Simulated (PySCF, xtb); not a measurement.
H3InO2Se, SMILES [OH][In]([OH])[SeH].

GFN2-xTB (xtb) at its own geometry gives an orbital gap of 2.54 eV and a dipole moment of 1.82 D.

Coordinates come from a r2SCAN-D4/def2-SVP optimisation. The structure was generated by enumeration; whether it is a known compound was not checked. The def2 effective core potentials stand for the cores of In; spin–orbit coupling is left out. One conformer was computed; it need not be the lowest.

Problem. What does r2SCAN/def2-TZVP in PySCF give? (The exact figures need the calculation; the answer reports its results.)

Solution. gap 3.86 eV (levels -6.51 and -2.64 eV), dipole 1.81 D.
